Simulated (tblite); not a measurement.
C2H8F2SSi2.
SMILES with atom numbers: `[CH3:1][CH2:2][Si@H:3]([F:4])[S:5][SiH2:6][F:7]` (hydrogens: H8, H9, H10 on C1; H11, H12 on C2; H13 on Si3; H14, H15 on Si6)

Computed with GFN2-xTB (tblite), gas phase: L-BFGS steps from a force-field or distance-geometry start until the largest atomic force falls under 0.01 eV/Å.

Step 13: E = -672.4476 eV
```
atom  x, y, z in Å  |  force x, y, z in eV/Å
C1      2.6612    0.4322    0.4556    0.022   0.006   0.010
C2      1.6449   -0.0762   -0.5608    0.007  -0.014  -0.014
Si3    -0.1268    0.0772    0.0696    0.013  -0.004  -0.022
F4     -0.3063   -0.8075    1.4139    0.044   0.005  -0.024
S5     -1.4727   -0.7646   -1.3867    0.003   0.062   0.133
Si6    -3.2756   -0.4815   -0.2725    0.034   0.013  -0.030
F7     -3.4205    1.0986   -0.0083   -0.027   0.025   0.009
H8      2.4789    1.4761    0.6952   -0.026   0.015   0.027
H9      2.6110   -0.1456    1.3739   -0.059   0.004   0.037
H10     3.6730    0.3511    0.0681    0.051  -0.023  -0.068
H11     1.8673   -1.1175   -0.8014   -0.019  -0.017   0.015
H12     1.7578    0.4795   -1.4916   -0.012   0.019  -0.006
H13    -0.5511    1.3955    0.5050    0.030  -0.014  -0.036
H14    -4.3670   -0.8583   -1.1330   -0.020  -0.033  -0.047
H15    -3.1785   -1.0509    1.0512   -0.040  -0.044   0.017
```

Step 14: E = -672.4488 eV
```
atom  x, y, z in Å  |  force x, y, z in eV/Å
C1      2.6617    0.4320    0.4552    0.022   0.003   0.007
C2      1.6461   -0.0762   -0.5629    0.019  -0.009  -0.004
Si3    -0.1250    0.0776    0.0678    0.017   0.032   0.002
F4     -0.3019   -0.8029    1.4143    0.042  -0.017  -0.008
S5     -1.4750   -0.7647   -1.3820    0.059   0.047   0.070
Si6    -3.2745   -0.4808   -0.2729   -0.047   0.011   0.014
F7     -3.4284    1.0976   -0.0058   -0.014   0.035   0.008
H8      2.4784    1.4764    0.6946   -0.018  -0.003   0.024
H9      2.6088   -0.1463    1.3737   -0.052   0.017   0.021
H10     3.6748    0.3505    0.0691    0.024  -0.021  -0.057
H11     1.8674   -1.1178   -0.8021   -0.013  -0.025   0.013
H12     1.7610    0.4783   -1.4940   -0.014   0.023  -0.007
H13    -0.5487    1.3948    0.5085    0.031  -0.014  -0.049
H14    -4.3634   -0.8583   -1.1359   -0.025  -0.036  -0.053
H15    -3.1857   -1.0523    1.0504   -0.032  -0.045   0.020
```

Problem. Estimate the geometry and energy of step 15. (The exact step hangs on the optimiser's Hessian estimate; all steps are aligned on step 14, rigid shifts and turns removed.)

Solution. E = -672.4498 eV, largest force 0.119 eV/Å
```
atom  x, y, z in Å  |  force x, y, z in eV/Å
C1      2.6626    0.4320    0.4551    0.016  -0.002  -0.001
C2      1.6473   -0.0762   -0.5644    0.029   0.000   0.004
Si3    -0.1232    0.0783    0.0665    0.032   0.050   0.028
F4     -0.2975   -0.7998    1.4142    0.040  -0.032   0.007
S5     -1.4758   -0.7638   -1.3768    0.081   0.026   0.008
Si6    -3.2742   -0.4797   -0.2729   -0.109   0.007   0.048
F7     -3.4348    1.0977   -0.0038   -0.006   0.032   0.006
H8      2.4777    1.4767    0.6947   -0.005  -0.021   0.014
H9      2.6061   -0.1465    1.3741   -0.037   0.027  -0.001
H10     3.6765    0.3496    0.0685   -0.009  -0.015  -0.031
H11     1.8670   -1.1185   -0.8022   -0.006  -0.023   0.009
H12     1.7628    0.4778   -1.4958   -0.011   0.019  -0.003
H13    -0.5461    1.3942    0.5098    0.028   0.002  -0.051
H14    -4.3609   -0.8592   -1.1388   -0.016  -0.032  -0.049
H15    -3.1920   -1.0546    1.0499   -0.026  -0.037   0.013
```

The energy changes by -0.0010 eV. The first-order estimate −F·Δx gives -0.0014 eV and the mean of the old and new forces, exact on a quadratic surface, -0.0010 eV. The step makes an angle of 61° with the force vector and moves no atom by more than 0.007 Å.

What follows is the cost of the whole relaxation. Time: 2.4 s wall, 2.1 s CPU. Hardware: Intel Xeon at 2.50 GHz, one thread, shared host with 64 logical CPUs at a one-minute load of 60.
